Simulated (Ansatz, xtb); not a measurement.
**Relative energy of two isomers of C5H5NSe**

Structure I is `[SeH]c1ccncc1`, a singlet and structure II is `N#CC1=CC[Se]C1`, a singlet. Both are isolated molecules in the gas phase, relaxed with B3LYP/def2-SVP; the shapes shown needn't be the lowest conformers.

I (Å):

```xyz
12

C    -0.2104   -0.1836   -2.1238
C    -0.7673   -1.3323   -1.5436
C    -0.4382   -1.6397   -0.2209
C     0.9065    0.1878   -0.0255
C     0.6495    0.5954   -1.3378
N     0.3810   -0.9040    0.5347
Se   -0.6636    0.2400   -3.9372
H     0.1971    1.4354   -4.0091
H    -1.4443   -1.9833   -2.1022
H    -0.8656   -2.5351    0.2466
H     1.5781    0.7866    0.6019
H     1.1157    1.5033   -1.7266
```

II (Å):

```xyz
12

C    -1.0320    0.6060   -2.9590
C    -0.3304    0.0644   -1.8313
C     0.1073   -1.2083   -1.7936
C     0.8305   -1.6923   -0.5782
C    -0.0759    0.9636   -0.6414
N    -1.6025    1.0759   -3.8553
Se    0.9020   -0.1524    0.6727
H    -0.0560   -1.8915   -2.6329
H     0.3059   -2.5389   -0.1052
H     1.8520   -2.0285   -0.8218
H     0.5313    1.8385   -0.9206
H    -1.0180    1.3266   -0.2023
```

Quicker runs give these differences E(II) − E(I): GFN2-xTB +0.998 eV; HF/STO-3G −0.482 eV (at GFN2-xTB geometries); r2SCAN-D4/def2-SVP +0.747 eV (at GFN2-xTB geometries).

**Question.** Estimate E(II) − E(I) at the level CCSD(T)/def2-SVP + ΔMP2/def2-TZVPP.

**Answer.** Calculated at CCSD(T)/def2-SVP + ΔMP2/def2-TZVPP: E(II) − E(I) = +0.368 eV, so structure I lies lower.

Level by level:

| level | geometry | E(II) − E(I) (eV) | departure from the last row (eV) | job, with rough time for the two |
| --- | --- | --- | --- | --- |
| GFN2-xTB | GFN2-xTB | +0.998 | +0.630 | optimisation, 0.15 s |
| HF/STO-3G | GFN2-xTB | −0.482 | −0.850 | single point, 0.6 s |
| r2SCAN-D4/def2-SVP | GFN2-xTB | +0.747 | +0.379 | single point, 5 s |
| B3LYP/def2-SVP | B3LYP/def2-SVP | +0.775 | +0.407 | optimisation, 1.7 min |
| HF/def2-SVP | B3LYP/def2-SVP | +0.542 | +0.174 | part of the CCSD(T) run |
| MP2/def2-SVP | B3LYP/def2-SVP | +0.482 | +0.114 | part of the CCSD(T) run |
| CCSD(T)/def2-SVP | B3LYP/def2-SVP | +0.434 | +0.066 | single point |
| CCSD(T)/def2-SVP + ΔMP2/def2-TZVPP | B3LYP/def2-SVP | +0.368 |  | single point, 1.9 min |

As drawn, II has 1 C≡N, 3 C–C, 1 C=C, 1 C–Se, 1 C–H in place of 4 C∷C, 2 C∷N, 1 Se–H (∷ is an aromatic bond). Structure I has a 6-membered ring (with an aromatic ring), II a 5-membered ring.

HF/STO-3G puts the two in the other order. The largest departure from CCSD(T)/def2-SVP + ΔMP2/def2-TZVPP is that of HF/STO-3G, 0.850 eV. The last row adds to CCSD(T) the change of the MP2 difference between the two basis sets, here −0.066 eV.

With thermal terms from frequencies at re-optimised GFN2-xTB minima (ideal gas, soft modes damped towards free rotors, one conformer each, 298.15 K, 1 atm): on the last row, ΔE + ΔZPE = +0.413, ΔH = +0.430, ΔG = +0.384 eV.

The correlated steps freeze 15 core orbitals; the filled d shell of Se is correlated, in a basis made for valence electrons. Codes used: Ansatz 0.2.0, xtb 6.7.1; the last row on 4 threads of Arm Neoverse V1 on a shared host.
